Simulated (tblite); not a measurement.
C6H8F2O2.
Geometry (GFN2-xTB, Å), atoms numbered from 1 in this order:
```
atom  x, y, z in Å
C1    -2.175    1.258   -0.563
C2    -2.507    0.077   -0.079
C3    -1.572   -1.071    0.171
C4    -0.180   -0.834   -0.357
O5     0.896   -1.479    0.285
C6     0.820   -0.106    0.424
O7     1.770    0.653   -0.261
C8     3.050    0.437    0.139
F9     3.304    1.054    1.323
F10    3.869    0.993   -0.756
H11   -2.913    2.029   -0.704
H12   -1.165    1.510   -0.834
H13   -3.535   -0.134    0.187
H14   -1.977   -1.973   -0.296
H15   -1.517   -1.264    1.247
H16   -0.080   -0.779   -1.438
H17    0.598    0.266    1.422
H18    3.307   -0.631    0.259
```

All values are computed: GFN2-xTB (tblite) harmonic vibrations without scaling, gas phase. Against measured fundamentals such values can be off by several per cent, at times by over 20. One conformer, not necessarily the lowest.

Harmonic wavenumbers (cm⁻¹): 35.0, 44.9, 71.1, 92.0, 104.5, 168.9, 282.8, 301.1, 367.5, 457.5, 491.2, 546.0, 564.7, 574.1, 665.7, 874.6, 906.4, 915.9, 960.8, 984.2, 1013.3, 1023.4, 1030.0, 1050.6, 1061.3, 1103.4, 1110.0, 1130.3, 1137.5, 1170.6, 1248.5, 1271.4, 1281.1, 1289.5, 1291.7, 1318.7, 1413.8, 1452.5, 1465.9, 1721.7, 2875.5, 2949.7, 2970.1, 2991.8, 3016.5, 3061.7, 3115.6, 3140.1.

A = 2917, B = 614.2, C = 570.2 MHz; mass 150.049 u (most abundant isotopes); point group C1, symmetry number 1.

Task: What is the zero-point energy?

Result: ½Σν̃ = 29058 cm⁻¹ = 83.08 kcal/mol.

Task: What is S at 500 K and 1 bar for an ideal gas of classical rigid rotors and harmonic oscillators?

Result: Translation 43.52, rotation 31.67, vibration 53.19: S = 128.4 cal/(mol K).

Task: And Cp and H(500 K) − H(0)?

Result: Cp = 56.58 cal/(mol K), of which vibrations give 48.63 (their classical limit is 48 R = 95.4); H(500 K) − H(0) = 16.76 kcal/mol without the zero-point energy, 12.78 from vibrations.

Task: Blend soft modes into free rotors: weight 1/[1 + (100 cm⁻¹/ν̃)⁴] for the oscillator and the rest for a rotor with moment μB/(μ + B), μ = h/(8π²ν), B = 10⁻⁴⁴ kg m². What vibrational entropy results?

Result: 46.89 cal/(mol K) in place of 53.19, which changes −T·S at 500 K by +3.15 kcal/mol.

Task: Which modes carry the vibrational entropy at 500 K?

Result: 35.0 cm⁻¹: 6.55; 44.9 cm⁻¹: 6.06; 71.1 cm⁻¹: 5.14; 92.0 cm⁻¹: 4.63; 104.5 cm⁻¹: 4.38; 168.9 cm⁻¹: 3.44 cal/(mol K); the other 42 give 22.99 together.

Hindered rotation and anharmonicity are outside this model. Other conformers, if any are populated, would add a mixing term that is left out. The structure is chiral; the term R ln 2 for an equal mix with its mirror image is left out.

The run took 0.79 s wall on an Intel Xeon at 2.70 GHz with one thread, on a shared host. This covers the Hessian and the dipole derivatives.
